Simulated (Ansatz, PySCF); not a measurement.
This Ansatz (a program for electronic structure) input computes a B3LYP/def2-TZVPD energy:

Ansatz 0.2 input:
```yaml
crystal:
  periodic: [false, false, false]
  atoms:
    - {symbol: Si, position_ang: [-0.39151830, 0.06835040, 0.00801849]}
    - {symbol: O, position_ang: [0.99881330, -0.43193933, 0.73948910]}
    - {symbol: C, position_ang: [2.26127412, -0.43929443, 0.10347133]}
    - {symbol: N, position_ang: [-1.48031889, 0.05851883, 1.32821649]}
    - {symbol: N, position_ang: [-0.45907901, 1.63741128, -0.66493133]}
    - {symbol: N, position_ang: [-0.60002972, -0.95594118, -1.35880120]}
    - {symbol: H, position_ang: [2.98667313, -0.88153342, 0.78749845]}
    - {symbol: H, position_ang: [2.24396616, -1.02548576, -0.82042508]}
    - {symbol: H, position_ang: [2.58756641, 0.57742992, -0.13922523]}
    - {symbol: H, position_ang: [-1.28534210, -0.51661115, 2.13119079]}
    - {symbol: H, position_ang: [-2.46733292, 0.20407346, 1.19733653]}
    - {symbol: H, position_ang: [-0.55521186, 2.44675033, -0.07477591]}
    - {symbol: H, position_ang: [-0.04298551, 1.85532662, -1.55474885]}
    - {symbol: H, position_ang: [-1.31819120, -0.75680496, -2.03677490]}
    - {symbol: H, position_ang: [-0.45004370, -1.94869196, -1.27046288]}
basis:
  gaussian:
    orbitals: def2-TZVPD
hamiltonian:
  xc: {name: B3LYP}
output: {forces: true}
```

Task: Write an input for the same energy in PySCF and say what it gives.

Result: 
```python
from pyscf import gto, scf, dft

mol = gto.M(
    atom='''
    Si   -0.39151830    0.06835040    0.00801849
    O     0.99881330   -0.43193933    0.73948910
    C     2.26127412   -0.43929443    0.10347133
    N    -1.48031889    0.05851883    1.32821649
    N    -0.45907901    1.63741128   -0.66493133
    N    -0.60002972   -0.95594118   -1.35880120
    H     2.98667313   -0.88153342    0.78749845
    H     2.24396616   -1.02548576   -0.82042508
    H     2.58756641    0.57742992   -0.13922523
    H    -1.28534210   -0.51661115    2.13119079
    H    -2.46733292    0.20407346    1.19733653
    H    -0.55521186    2.44675033   -0.07477591
    H    -0.04298551    1.85532662   -1.55474885
    H    -1.31819120   -0.75680496   -2.03677490
    H    -0.45004370   -1.94869196   -1.27046288
    ''',
    basis='def2-tzvpd',
    charge=0,
    spin=0,
    verbose=4,
)

mf = dft.RKS(mol, xc='b3lyp').density_fit(auxbasis='def2-universal-jkfit')
mf.grids.level = 3
mf.conv_tol = 1e-9
mf.max_cycle = 100
mf.max_memory = 1500
mf.kernel()
if not mf.converged:
    mf = mf.newton()
    mf.kernel(mf.make_rdm1())
mf.analyze()
```
It gives -572.80703 Eh, and Ansatz -572.80690 Eh, a difference of 0.13 mEh, from the treatment of integrals and grids.
